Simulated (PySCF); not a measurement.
Species: C6H8O.
Structure used (GFN2-xTB), in Å, numbered top down from 1:
```
atom  x, y, z in Å
O1     1.5278    2.1715   -0.3402
C2     2.1914    1.3404    0.2360
C3     1.7811    0.0036    0.6339
C4     0.5706   -0.5431    0.4232
C5    -0.5588    0.0894   -0.2373
C6    -1.9545   -0.2470    0.2462
C7    -1.4889   -0.7790   -1.0593
H8     3.2399    1.5692    0.5163
H9     2.5387   -0.5780    1.1404
H10    0.3964   -1.5562    0.7717
H11   -0.3834    1.0966   -0.5857
H12   -2.6760    0.5547    0.2576
H13   -2.0469   -0.9308    1.0767
H14   -1.2587   -1.8313   -1.1334
H15   -1.8831   -0.3519   -1.9680
```

The closed-shell SCF was solved with PySCF and density fitting under several settings on one GFN2-xTB geometry (grid level 2 and gas phase unless stated).

```
                           settings  basis functions  SCF cycles     E (Eh)  HOMO (eV)  LUMO (eV)  dipole (D)
                      PBE0/pcSseg-1              159          14  -308.2196      -7.16      -1.72        2.84
                     PBE0/def2-SVPD              207          14  -308.0487      -7.21      -1.83        2.94
        wB97X/IGLO-II, grid level 3              202          15  -308.6129      -9.51       0.45        2.76
PBE0/aug-pcSseg-1, start guess vsap              254          16  -308.2316      -7.19      -1.81        2.88
  CAM-B3LYP/pcSseg-1, IEF-PCM water              159          14  -308.4324      -8.51      -0.58        3.77
      WP04/6-31G*, start guess vsap              114          14  -315.9656      -8.01      -3.53        2.93
```

Problem. Estimate the row for these settings: WP04/Sadlej pVTZ, level shift 0.3 Eh.

Solution. 
```json
{"settings": "WP04/Sadlej pVTZ, level shift 0.3 Eh", "basis functions": "240", "SCF cycles": "15", "E (Eh)": "-316.0390", "HOMO (eV)": "-8.25", "LUMO (eV)": "-3.89", "dipole (D)": "3.02"}
```

Problem. Over all rows, what range does the HOMO–LUMO gap span?

Solution. From 4.36 eV (WP04/Sadlej pVTZ, level shift 0.3 Eh) to 9.96 eV (wB97X/IGLO-II, grid level 3). The functional of the narrowest has 12 % exact exchange, that of the widest range-separated exact exchange.

Problem. Compare two rows with the functional PBE0: PBE0/aug-pcSseg-1, start guess vsap and PBE0/def2-SVPD. Which energy is lower, and by how much?

Solution. PBE0/aug-pcSseg-1, start guess vsap (254 functions) lies 0.1829 Eh or 115 kcal/mol below PBE0/def2-SVPD (207 functions).

Cycle counts include a coarse-grid stage where the run had one. All basis functions are spherical, in the Pople sets too. WP04 was designed for NMR shieldings or shifts; total energies of different functionals aren't comparable. Geometry: GFN2-xTB, one conformer.
